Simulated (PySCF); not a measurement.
# Tin: a sound run and one with changed settings

Sound run: Sn [Kr] 4d10 5s2 5p2, Sn⁺ [Kr] 4d10 5s2 5p1. All numbers are calculated (PySCF 2.14, the spin-free X2C one-electron Hamiltonian (Gaussian nucleus), in x2c-SVPall (6s5p3d, 36 functions)). The sound run starts from symmetry-adapted Hartree-Fock orbitals and uses a fine grid where one is needed.

Changed run: initial guess sap, at most 5 SCF cycles. This setting is unsound on purpose.

```csv
species,method,sound run (hartree),changed run (hartree),converged
Sn,UHF,-6173.08780,-6173.08780,no
Sn,LDA,-6169.78642,-6169.78642,no
Sn,PBE,-6175.36614,-6175.36614,no
Sn⁺,UHF,-6172.83566,-6172.83566,no
Sn⁺,LDA,-6169.51330,-6169.51330,no
Sn⁺,PBE,-6175.09887,-6175.09887,no
```

The SCF was stopped early; the energies are upper bounds that still move, and correlated levels were skipped or rest on poor orbitals.
